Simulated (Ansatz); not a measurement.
C2H6SSi (`S[SiH]1CC1`), relaxed with RKS PBE0-D4/def2-TZVP in Ansatz 0.2.0 from a PBE-D4/def2-SVP geometry. The force threshold is 0.005 eV/Å; the program also tests the step.

Charge 0, multiplicity 1.

Start:

```xyz
10

S     1.016    1.890    1.304
Si    0.366    0.686   -0.349
C     0.030   -1.142   -0.109
C    -1.236   -0.250   -0.107
H     2.336    1.558    1.198
H     0.706    1.189   -1.715
H     0.163   -1.823   -0.969
H     0.312   -1.604    0.852
H    -1.765   -0.147    0.856
H    -1.927   -0.355   -0.961
```

Problem. How much energy does the relaxation release, and in how many steps? (An estimate is asked.)

Solution. The calculation gave: 1.24 kcal/mol, in 8 steps, 1 of them rejected.

Problem. Which bonds change most? (Best estimate.)

Solution. Computed: Si2–C3 from 1.874 to 1.842 Å; Si2–C4 from 1.871 to 1.840 Å; S1–Si2 from 2.146 to 2.121 Å; S1–H5 from 1.365 to 1.345 Å.

Problem. Give the relaxed structure. (Estimate.)

Solution. The calculation gave: 
```xyz
10

S     1.008    1.853    1.304
Si    0.357    0.668   -0.331
C     0.036   -1.132   -0.108
C    -1.228   -0.238   -0.107
H     2.315    1.582    1.142
H     0.724    1.175   -1.670
H     0.152   -1.799   -0.957
H     0.289   -1.600    0.837
H    -1.753   -0.158    0.840
H    -1.900   -0.351   -0.951
```
